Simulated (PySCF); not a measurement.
First SCF of a structure search on singlet MoOCl₂, at a hand-made T-shaped (ligand arrangement 1) geometry. PySCF input:

```python
from pyscf import gto, scf, dft
mol = gto.M(atom='''
Mo     0.000000     0.000000     0.000000
O     -1.778900     0.000000     0.062100
Cl     0.000000     0.000000     2.370000
Cl     2.368600     0.000000     0.082700''',
    basis={'Mo': 'def2-TZVP', 'O': 'def2-TZVP', 'Cl': 'def2-TZVP'},
    ecp={'Mo': 'def2-TZVP'},
    charge=0, spin=0)
mf = dft.RKS(mol, xc='PBE0')
mf.grids.atom_grid = (50, 194)
aux = {'Mo': 'def2-universal-JKFIT', 'O': 'def2-universal-JKFIT', 'Cl': 'def2-universal-JKFIT'}
mf = mf.density_fit(auxbasis=aux)
mf.conv_tol = 1e-08
mf.diis_space = 10
mf.max_cycle = 60
mf.init_guess = 'minao'
mf.verbose = 4
mf.kernel()
```

Excerpt of the output (cycles and frontier levels):

```
init E= -1056.94159719159
  HOMO = -0.421585410582242  LUMO = -0.414403980047077  gap/eV = 0.19542
cycle= 1 E= -1063.2904317337  delta_E= -6.35  |g|= 1.04  |ddm|= 3.95
  HOMO = -0.218387897913011  LUMO = -0.178382209196555  gap/eV = 1.08861
cycle= 2 E= -1057.26349185462  delta_E= 6.03  |g|= 4.67  |ddm|= 2.65
  HOMO = -0.202599007769567  LUMO = -0.134894763704813  gap/eV = 1.84233
cycle= 3 E= -1063.48460761634  delta_E= -6.22  |g|= 0.427  |ddm|= 2.34
  HOMO = -0.286299432730212  LUMO = -0.209393340475361  gap/eV = 2.09272
cycle= 4 E= -1063.51668060241  delta_E= -0.0321  |g|= 0.185  |ddm|= 0.458
  HOMO = -0.265168947521209  LUMO = -0.177330826802824  gap/eV = 2.39020
cycle= 5 E= -1063.52104749286  delta_E= -0.00437  |g|= 0.127  |ddm|= 0.195
  HOMO = -0.267300416180786  LUMO = -0.183270567546364  gap/eV = 2.28657
cycle= 6 E= -1063.52515459521  delta_E= -0.00411  |g|= 0.0217  |ddm|= 0.0945
  HOMO = -0.266732763073752  LUMO = -0.181885390971827  gap/eV = 2.30881
cycle= 7 E= -1063.5252144307  delta_E= -5.98e-05  |g|= 0.0157  |ddm|= 0.0124
  HOMO = -0.266651522882994  LUMO = -0.182018783824971  gap/eV = 2.30297
cycle= 8 E= -1063.52525915985  delta_E= -4.47e-05  |g|= 0.00594  |ddm|= 0.00736
  HOMO = -0.2668939534127  LUMO = -0.182019774803093  gap/eV = 2.30954
cycle= 9 E= -1063.52526682445  delta_E= -7.66e-06  |g|= 0.0021  |ddm|= 0.00467
  HOMO = -0.266827231769744  LUMO = -0.182010784789299  gap/eV = 2.30797
cycle= 10 E= -1063.52526810391  delta_E= -1.28e-06  |g|= 0.000357  |ddm|= 0.00227
  HOMO = -0.266854786786836  LUMO = -0.182033179401383  gap/eV = 2.30811
cycle= 11 E= -1063.52526826507  delta_E= -1.61e-07  |g|= 0.00018  |ddm|= 0.0012
  HOMO = -0.266857714642697  LUMO = -0.182036507093599  gap/eV = 2.30810
cycle= 12 E= -1063.52526830412  delta_E= -3.91e-08  |g|= 7.56e-05  |ddm|= 0.000635
  HOMO = -0.266858467035738  LUMO = -0.182034555285107  gap/eV = 2.30818
cycle= 13 E= -1063.52526831229  delta_E= -8.17e-09  |g|= 1.34e-05  |ddm|= 0.000401
  HOMO = -0.266858790699554  LUMO = -0.182034277571996  gap/eV = 2.30819
Extra cycle  E= -1063.52526831236  delta_E= -7.05e-11  |g|= 1.23e-05  |ddm|= 2.76e-05
converged SCF energy = -1063.52526831236
```

This is not the lowest solution: all starts ended here, but a stability analysis within the same restricted form found one 1.1 kJ/mol lower, at -1063.52570 Eh.

At the minimum of this search the closed-shell solution is unstable towards spin polarisation, so a lower open-shell solution exists.

The search for the lowest solution, 3 starts and the stability check together, took 20 s on 4 threads of a shared Arm Neoverse V2 host, with 145 basis functions; the process peaked at 0.6 GiB. Launch command: `OMP_NUM_THREADS=4 python axn.py task.json out`.
